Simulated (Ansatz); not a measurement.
Cost and result up the ladder for the cluster K5H5 (the lowest singlet isomer of a short search) (10 atoms). Total charge 0; singlet. Geometry: PBE-D4/def2-SVP.

```xyz
10

K    -1.379    1.677   -1.001
K    -1.603   -2.005   -1.691
K     1.831    2.172    2.237
K    -0.375   -1.258    1.900
K     1.705   -0.228   -1.676
H     1.151    1.906   -0.172
H     0.657   -2.218   -0.382
H    -0.590    0.057   -2.904
H    -2.308   -0.398    0.250
H     0.911    0.295    3.439
```

Ansatz on 4 threads of Arm Neoverse V1 on a shared host. Times are rough, and most runs start from the orbitals of an earlier one. PBE0-D4/def2-TZVP serves as the yardstick here, not as an exact answer. Differences are given only for rows in sets of like size (and for xTB, whose basis is part of the method), since another set adds its own error. Binding counts from free atoms at the same level (K doublet, H doublet; other spins of the atoms weren't run), without zero-point energy or a counterpoise term.

The 6-31G sets use Cartesian d functions. LC-ωPBE has ω = 0.4 bohr⁻¹. B3LYP takes the VWN-RPA correlation. Correlated methods freeze 25 core orbitals; core or outer-core shells of K are correlated, in sets that lack core-valence functions. The rows differ in basis, and correlated rows in double-zeta sets carry the largest basis error. The structure comes from a short search, and lower isomers may exist.

Correlated methods converge slowly with the basis, most of all in double-zeta sets.

```
                          level  functions  binding energy per atom (eV)  difference from PBE0-D4/def2-TZVP (eV)
             B3LYP-D4/def2-TZVP        195                          1.55                                    0.08
               PBE-D4/def2-TZVP        195                          1.47                                    0.00
               PBE0-D4/def2-SVP        145                          1.46                                       –
                  MP2/def2-TZVP        195                          1.29                                   -0.18
          LDA (SPW92)/def2-TZVP        195                          1.62                                    0.15
PBE0-D4/def2-TZVP (with forces)        195                          1.47                                    0.00
            r2SCAN-D4/def2-TZVP        195                          1.52                                    0.05
                 B3LYP-D4/6-31G        155                          1.56                                       –
           r2SCANh-D4/def2-TZVP        195                          1.51                                    0.04
                      HF/STO-3G         70                          1.09                                       –
                PBE-D4/def2-SVP        145                          1.46                                       –
               CCSD(T)/def2-SVP        145                          1.39                                       –
              LC-ωPBE/def2-TZVP        195                          1.51                                    0.04
              PBE-D4/def2-TZVPD        225                          1.48                                    0.01
```

Estimate how long each takes.

HF/STO-3G 0.5 s; LDA (SPW92)/def2-TZVP 2.6 s; PBE-D4/def2-SVP 4.1 s; PBE0-D4/def2-SVP 5.5 s; MP2/def2-TZVP 6 s; PBE-D4/def2-TZVP 6 s; LC-ωPBE/def2-TZVP 7.5 s; PBE-D4/def2-TZVPD 9 s; B3LYP-D4/6-31G 9 s; B3LYP-D4/def2-TZVP 9.5 s; PBE0-D4/def2-TZVP (with forces) 12 s; r2SCAN-D4/def2-TZVP 14 s; r2SCANh-D4/def2-TZVP 18 s; CCSD(T)/def2-SVP 41 s. On shared hardware such times vary by a factor of up to 3.
